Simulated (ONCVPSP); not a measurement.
**Before and after: ONCV potential for Sb (Z = 51)**

antimony (Sb), optimised norm-conserving Vanderbilt (ONCV), made with ONCVPSP 4.0.1 (PBE, scalar-relativistic). Core [Ar] 3d10, reference 4s2 4p6 4d10 5s2 5p2 (charge +1). Waves: 4s+5s: rc 1.35 bohr, ncon 3, nbas 6, qcut 7.8 1/bohr, 2 projectors; 4p+5p: rc 1.30 bohr, ncon 3, nbas 6, qcut 9.6 1/bohr, 3 projectors, debl 0.7 Ha; 4d: rc 1.00 bohr, ncon 3, nbas 7, qcut 11.4 1/bohr, 1 projector. Local part: polynomial inside 1.00 bohr (lpopt 5, dvloc0 6 Ha). Core correction: none.

All-electron outer shells of the reference configuration (PBE, scalar-relativistic, ld1.x):

```tsv
shell	level (eV)	outermost node (bohr)	outermost maximum (bohr)
3p	-758.95	0.13	0.29
3d	-524.42	–	0.24
4s	-157.36	0.39	0.73
4p	-110.31	0.39	0.76
4d	-42.01	0.38	0.84
5s	-20.64	0.95	1.88
5p	-11.99	1.04	2.24
```

Change: d: qcut 9.1.

Cutoffs: the cutoffs (Ha) at which the residual kinetic energy of the hardest occupied pseudo-wave falls to 1 and 0.1 mHa per electron; they do not see the model core or the augmentation charge, which bear on the density cutoff. Errors are all-electron minus pseudo energies relative to the spin-unpolarised reference configuration.

Predict the effect on cutoff, ghosts and configuration errors.

The potential gets harder (49 Ha and 57 Ha → 56 Ha and 180 Ha); the errors of the 4 common tests hardly move; neither file shows a bound ghost.

| quantity | base | changed |
| --- | --- | --- |
| cutoff, loose | 49 Ha | 56 Ha |
| cutoff, tight | 57 Ha | 180 Ha |
| loose cutoff by channel | s 24 Ha, p 25 Ha, d 49 Ha | s 24 Ha, p 25 Ha, d 56 Ha |
| bound ghosts | none | none |
| GHOST(+) flags under 300 eV | none | none |
| error for 4s2 4p6 4d10 5s2 5p3, meV [ΔE -8.32 eV] | +1.7 | +1.7 |
| error for 4s2 4p6 4d10 5s2 5p1, meV [ΔE 15.97 eV] | -3.5 | -3.5 |
| error for 4s2 4p6 4d10 5s2 5p0, meV [ΔE 40.38 eV] | -9.0 | -9.1 |
| error for 4s1 4p6 4d10 5s2 5p3, meV [ΔE 149.13 eV] | -408 | -422 |
| s: phases at 1.37 bohr within 0.05 rad from the reference energy up to (Ha; the scan ends near 5) | to the end of the scan | to the end of the scan |
| p: phases at 1.32 bohr within 0.05 rad from the reference energy up to (Ha; the scan ends near 5) | to the end of the scan | to the end of the scan |
| d: phases at 1.01 bohr within 0.05 rad from the reference energy up to (Ha; the scan ends near 5) | to the end of the scan | to the end of the scan |
